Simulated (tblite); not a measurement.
C6H15NSi.
Structure used (GFN2-xTB), in Å, numbered top down from 1:
```xyz
23
C6H15NSi angstrom
C      1.9211    1.8467   -0.1695
N      0.7600    0.9896   -0.2973
C      0.8323   -0.2283    0.4753
C      1.5815   -1.4236   -0.1612
C      0.2475   -2.1641   -0.3273
C     -0.4752   -1.0456    0.4490
Si    -1.9860   -0.2237   -0.3599
C     -2.4977    1.3189    0.6128
H      2.0078    2.1669    0.8695
H      1.7785    2.7289   -0.7917
H      2.8649    1.3618   -0.4594
H      0.6199    0.7537   -1.2748
H      1.1780    0.0415    1.4773
H      2.2813   -1.9165    0.5114
H      2.0982   -1.1878   -1.0921
H      0.2062   -3.1488    0.1349
H     -0.0729   -2.2585   -1.3637
H     -0.7378   -1.3802    1.4542
H     -3.0751   -1.2177   -0.3443
H     -1.7218    0.1060   -1.7684
H     -2.7894    1.0666    1.6281
H     -3.3434    1.8084    0.1409
H     -1.6827    2.0329    0.6663
```

All values are computed: GFN2-xTB (tblite) harmonic vibrations without scaling, gas phase. This tight-binding method is rough: wavenumbers can miss measured ones by several per cent, in bad cases by 10 to 20. Modes of hydrogen on silicon can be 10 to 20 % off. One conformer, not necessarily the lowest.

Harmonic wavenumbers (cm⁻¹): 28.4, 59.8, 75.3, 120.5, 132.0, 157.6, 199.6, 259.9, 310.1, 405.7, 433.1, 483.2, 562.2, 659.6, 680.4, 765.9, 773.6, 793.2, 809.3, 826.2, 840.6, 864.0, 911.2, 993.4, 1010.7, 1026.6, 1046.2, 1078.1, 1095.6, 1128.5, 1132.6, 1178.8, 1189.7, 1216.9, 1241.1, 1249.7, 1251.5, 1268.6, 1306.9, 1365.4, 1408.6, 1418.5, 1474.3, 1484.2, 1488.2, 1491.6, 1497.4, 1501.4, 2163.7, 2195.2, 2864.4, 2931.9, 2957.6, 2975.8, 2993.1, 2999.0, 3004.1, 3008.9, 3016.5, 3038.5, 3049.4, 3057.0, 3365.5.

A = 2024, B = 1367, C = 911.7 MHz; mass 129.097 u (most abundant isotopes); point group C1, symmetry number 1.

Zero-point energy?

½Σν̃ = 43158 cm⁻¹ = 516.29 kJ/mol.

Entropy at 273.15 K, 1 bar (ideal gas, RRHO, classical rotation)?

Translation 167.65, rotation 121.22, vibration 132.18: S = 421.1 J/(mol K).

And Cp and H(273.15 K) − H(0)?

Cp = 161.25 J/(mol K), of which vibrations give 127.99 (their classical limit is 63 R = 523.8); H(273.15 K) − H(0) = 27.15 kJ/mol without the zero-point energy, 18.07 from vibrations.

Which modes carry the vibrational entropy at 273.15 K?

28.4 cm⁻¹: 24.12; 59.8 cm⁻¹: 17.95; 75.3 cm⁻¹: 16.06; 120.5 cm⁻¹: 12.23; 132.0 cm⁻¹: 11.50; 157.6 cm⁻¹: 10.10 J/(mol K); the other 57 give 40.22 together.

How do the functions run with temperature in this model?

```csv
T (K),S (J/(mol K)),Cp (J/(mol K)),H − H(0) (kJ/mol),G − H(0) (kJ/mol),ln q(vib)
100,304.9,86.5,6.09,-24.40,2.62
200,376.7,126.2,16.67,-58.66,5.78
300,436.8,175.0,31.67,-99.38,8.72
500,549.5,270.6,76.62,-198.15,14.50
800,699.4,366.2,173.39,-386.12,23.01
1000,785.8,408.2,251.04,-534.81,28.39
```

q(vib) and H(0) count from the zero-point level.

Blend soft modes into free rotors: weight 1/[1 + (100 cm⁻¹/ν̃)⁴] for the oscillator and the rest for a rotor with moment μB/(μ + B), μ = h/(8π²ν), B = 10⁻⁴⁴ kg m². What vibrational entropy results?

117.99 J/(mol K) in place of 132.18, which changes −T·S at 273.15 K by +3.88 kJ/mol.

What must be added to the electronic energy to get the Gibbs energy at 273.15 K and 1 bar?

ZPE + [H(273.15 K) − H(0)] − T·S = 516.29 + 27.15 − 115.01 = 428.43 kJ/mol.

Hindered rotation and anharmonicity are outside this model. Other conformers, if any are populated, would add a mixing term that is left out. The structure is chiral; the term R ln 2 for an equal mix with its mirror image is left out.
